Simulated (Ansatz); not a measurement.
Abridged output of a molecular run in Ansatz:

```
Functional definition: HF
2549 factors; integrals over basis functions are off by at most 1.4e-3 eV
mean field evaluation 1: about -16504.1719 eV, gradient 6.0e1 eV
mean field evaluation 2: about -16504.5068 eV, gradient 6.0e1 eV
mean field evaluation 4: about -16512.8076 eV, gradient 7.0e0 eV
mean field evaluation 8: about -16512.9608 eV, gradient 5.2e-1 eV
mean field -16512.96183194 eV, -606.8401544364 hartree, gradient 1.9e-6 eV, S^2 0.000000; 0 other end points of the search recorded, 0 dependent functions left out
11 core orbitals not correlated: weight in the atoms' cores, before any rotation towards them, 1.000 or more for the frozen orbitals, at most 0.000 for the correlated occupied ones
reference -16512.96183194 eV, -606.8401544364 hartree; 38, 38 occupied and 202, 202 virtual orbitals, 2549 factors
second order -51.50490300 eV of doubles, -0.00000000 eV of singles
cycle   1  -51.66252692 eV  change   -1.6e-1 eV  update   1.9e-1
cycle   2  -52.98844392 eV  change    -1.3e0 eV  update   6.5e-2
cycle   3  -53.39173339 eV  change   -4.0e-1 eV  update   3.4e-2
cycle   4  -53.39525893 eV  change   -3.5e-3 eV  update   9.1e-3
cycle   5  -53.38672197 eV  change    8.5e-3 eV  update   4.2e-3
cycle   6  -53.38811824 eV  change   -1.4e-3 eV  update   1.3e-3
cycle   7  -53.38763034 eV  change    4.9e-4 eV  update   5.3e-4
cycle   8  -53.38717089 eV  change    4.6e-4 eV  update   1.6e-4
cycle   9  -53.38720224 eV  change   -3.1e-5 eV  update   5.9e-5
perturbative correction -1.86991177 eV, -0.0687179901 hartree
Total energy: -16568.21894596 eV, -608.8708159218 hartree
```

Its atoms:

Cartesian coordinates in Å:
```
C 2.4145 -0.6760 -2.1055
O 1.5480 -0.1100 -1.1825
Hf 0.1586 0.2751 0.0842
C 1.3002 1.0420 1.8591
O -0.7976 1.8381 -0.4903
C -1.6256 2.8393 -0.9675
C -0.8785 -1.2378 1.8379
C -1.9134 -0.8271 0.9816
C -1.6900 -1.4036 -0.2971
C -0.5401 -2.2019 -0.1758
F -0.0194 -2.9344 -1.1580
C -0.0056 -2.0894 1.1120
H 2.3417 -0.1612 -3.0701
H 3.4494 -0.5955 -1.7553
H 2.1857 -1.7358 -2.2625
H 0.6495 1.4355 2.6478
H 1.9540 0.2925 2.3173
H 1.9383 1.8694 1.5237
H -1.5175 3.7470 -0.3634
H -1.3784 3.0902 -2.0054
H -2.6780 2.5315 -0.9322
H -0.7558 -0.9548 2.8717
H -2.7292 -0.1671 1.2362
H -2.3020 -1.2979 -1.1802
H 0.8912 -2.5682 1.4744
```

Task: Which basis set was used?
A. def2-SVPD
B. def2-SVP
C. def2-QZVPP
D. def2-TZVPP

Result: B. It gives 251 functions.

Task: Write the keys of the input that set method, charge and spin (a neutral closed shell needs none for the last two).

Result: 
```yaml
correlation: {method: ccsd_t}
```
